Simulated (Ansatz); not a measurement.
`C[NH][In]([CH3])[F]` and `[CH3][In]([F])[I]` differ in one atom or group.

Ansatz, PBE0-D4/def2-TZVP geometries, multiplicity 1. Each molecule was computed in one conformer, which needn't be the lowest.

Elements past krypton have def2 core potentials.

```json
{"property": "HOMO–LUMO gap (PBE0/def2-TZVPP) / eV", "`C[NH][In]([CH3])[F]`": "5.79"}
{"property": "HOMO energy (ωB97M-V/def2-TZVPP) / eV", "`C[NH][In]([CH3])[F]`": "-8.86"}
{"property": "HOMO energy (B3LYP/def2-TZVPP) / eV", "`C[NH][In]([CH3])[F]`": "-6.32"}
{"property": "LUMO energy (PBE/def2-TZVPP) / eV", "`C[NH][In]([CH3])[F]`": "-1.61"}
{"property": "HOMO–LUMO gap (PBE/def2-TZVPP) / eV", "`C[NH][In]([CH3])[F]`": "3.62"}
{"property": "LUMO energy (B3LYP/def2-TZVPP) / eV", "`C[NH][In]([CH3])[F]`": "-1.07"}
```

What does the change do to each property? (An estimate is asked.)

The calculation gave: 
```json
{"property": "HOMO–LUMO gap (PBE0/def2-TZVPP) / eV", "`[CH3][In]([F])[I]`": "5.93", "shift": "0.14"}
{"property": "HOMO energy (ωB97M-V/def2-TZVPP) / eV", "`[CH3][In]([F])[I]`": "-9.84", "shift": "-0.98"}
{"property": "HOMO energy (B3LYP/def2-TZVPP) / eV", "`[CH3][In]([F])[I]`": "-7.46", "shift": "-1.14"}
{"property": "LUMO energy (PBE/def2-TZVPP) / eV", "`[CH3][In]([F])[I]`": "-2.62", "shift": "-1.01"}
{"property": "HOMO–LUMO gap (PBE/def2-TZVPP) / eV", "`[CH3][In]([F])[I]`": "3.95", "shift": "0.33"}
{"property": "LUMO energy (B3LYP/def2-TZVPP) / eV", "`[CH3][In]([F])[I]`": "-2.09", "shift": "-1.02"}
```

With PBE0 the HOMO falls by 1.19 eV and the LUMO falls by 1.05 eV, so the gap widens by about 0.14 eV. PBE moves the HOMO by -1.33 eV and ωB97M-V by -0.98 eV.

B3LYP here is the variant with VWN-RPA as its local correlation; programs differ in this.

Spin–orbit coupling is left out; it splits and shifts lone-pair levels of the heavy atoms by tenths of an eV.
